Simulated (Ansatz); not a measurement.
Relaxation of BH8N3 (12 atoms, charge 0, multiplicity 1), to a largest force component of 0.03 eV/Å in at most 50 steps.

Level of theory: Ansatz, RKS PBE0-D4/6-31G*.

```xyz
12
Properties=species:S:1:pos:R:3
B -0.058 0.566 -0.568
N 0.176 0.185 2.154
H -0.700 -0.320 2.056
H 0.297 0.364 3.147
N 1.172 0.039 -1.024
H 1.265 -0.933 -1.280
H 2.024 0.411 -0.643
N -1.308 -0.072 -0.759
H -1.419 -0.967 -1.204
H -2.175 0.420 -0.627
H -0.069 1.658 -0.078
H 0.005 1.104 1.706
```

Where does it end, and by what steps?

The run converged. After 32 steps the energy has fallen by 0.340 eV; H11 moved furthest, 1.94 Å.

```
step  energy less start (eV)  largest force component (eV/Å)  accepted
   0                  0.0000                           0.805       yes
   2                 -0.1240                           0.358       yes
   4                 -0.1556                           0.181       yes
   6                 -0.1295                           1.041        no
   8                 -0.1875                           0.151       yes
  10                 -0.1992                           0.560       yes
  12                 -0.2365                           0.087       yes
  14                 -0.2193                           0.863        no
  16                 -0.2532                           0.220       yes
  18                 -0.2642                           0.761       yes
  20                 -0.3027                           0.361       yes
  22                 -0.2703                           0.584        no
  24                 -0.3349                           0.061       yes
  26                 -0.3371                           0.070       yes
  28                 -0.3395                           0.094       yes
  30                 -0.3401                           0.038       yes
  32                 -0.3403                           0.014       yes
```

```xyz
12
Properties=species:S:1:pos:R:3
B -0.200 0.699 -1.149
N 0.262 -0.266 2.155
H -0.451 0.307 1.707
H -0.170 -0.690 2.973
N 1.069 0.285 -0.702
H 1.181 -0.327 0.099
H 1.921 0.687 -1.054
N -1.396 0.166 -0.588
H -1.385 -0.693 -0.056
H -2.290 0.356 -1.011
H -0.288 1.542 -2.003
H 0.956 0.388 2.510
```

Whether the end is a true minimum wasn't checked by a vibrational analysis.

Time of the run: 63 s on 1 thread of Intel(R) Xeon(R) Platinum 8559C (Emerald Rapids) (shared host), peak memory 0.16 GiB.
